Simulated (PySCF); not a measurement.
Species: C$_{4}$H$_{4}$NSe, charge -1, multiplicity 1. It need not be the lowest isomer of its formula. Whether it binds its extra electron was not tested at this geometry. 
Geometry from a B3LYP-D3(BJ)/def2-TZVP (Ansatz) optimisation:
SMILES: c1[se]c([NH-])cc1
```xyz
10

N      2.2877    -0.7833     0.0039
C      0.9882    -0.7214     0.0191
C      0.0308    -1.7511     0.0793
C     -1.3335    -1.3854     0.0816
C     -1.6637    -0.0626     0.0259
Se    -0.0726     0.9827    -0.0438
H      2.7121     0.1369    -0.0439
H      0.3647    -2.7805     0.1216
H     -2.1094    -2.1464     0.1271
H     -2.6431     0.3857     0.0191
```
Charge -1, spin multiplicity 1.

Dispersion corrections to the total energy (kcal/mol) from the dftd3 and dftd4 libraries through PySCF: D3(BJ) without and D4 with the three-body term, each with the damping fitted for the functional named.

```csv
functional,D3(BJ),D4
TPSS,…,-10.26
PBE0,-5.85,-6.38
PBE,-6.64,-7.58
B2GP-PLYP,…,-3.18
HSE06,-4.59,…
PW6B95,-3.64,-6.60
B3LYP,-12.07,-12.32
```

Q: Complete the blanks.

A: 
- TPSS, D3(BJ): -8.51
- B2GP-PLYP, D3(BJ): -5.07
- HSE06, D4: -5.94
